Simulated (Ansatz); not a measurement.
Problem. Name a neutral molecule of O, P, Se, Si and H with zero-point energy (PBE0-D4/def2-TZVP) between 128 and 144 kJ/mol and size of the dipole moment (B3LYP/def2-TZVPP) between 1.15 and 1.45 D (Ansatz, PBE0-D4/def2-TZVP geometry).

Solution. `OP[SiH2][SeH]` (129.7 kJ/mol, 1.26 D). Other molecules can fit too; these were computed, each in one conformer that needn't be the lowest.

B3LYP here is the variant with VWN-RPA as its local correlation; programs differ in this.
